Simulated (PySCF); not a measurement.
**A small calculation by hand: chemical shift, span and skew from a shielding tensor**

CH5F3Si2, SMILES FC(F)([SiH2]F)[SiH3]. Atoms are numbered in the order given.

```xyz
11

F     -2.4705    -0.4196     0.5775
Si    -1.3419    -0.2170    -0.5742
C      0.3638     0.0609     0.2551
F      0.2626     1.1753     1.0847
F      0.6256    -1.0331     1.0768
Si     1.9220     0.3202    -0.8565
H     -1.6821     0.9812    -1.3755
H     -1.2740    -1.4439    -1.4011
H      2.1026    -0.8815    -1.7113
H      3.0833     0.5108     0.0450
H      1.7063     1.5186    -1.7080
```

Geometry: TPSSh-D3(BJ)/def2-SVP. The structure was generated by enumeration, and PubChem lists no compound with its InChIKey, so it may never have been made. One conformer was computed; it need not be the lowest.

GIAO shieldings from PySCF with PBE/pcSseg-1, non-relativistic, no solvent. The symmetric part of the tensor of C3 has the principal values 25.0, 31.1, 44.1 ppm. The same nucleus in TMS has σ = 182.0 ppm at this level (PySCF, at its B3LYP-D3(BJ)/def2-TZVP geometry).

Work out the isotropic shielding, the ¹³C shift against TMS, the span and the skew.


σ(iso) = (σ11 + σ22 + σ33)/3 = 33.4 ppm. δ = σ(ref) − σ(iso) = 182.0 − (33.4) = 148.6 ppm.
Span Ω = σ33 − σ11 = 19.1 ppm. Skew κ = 3(σ(iso) − σ22)/Ω = 0.36. Tumbling in solution averages the tensor to δ; in a static solid the shielding alone would spread this spin-1/2 line over Ω.
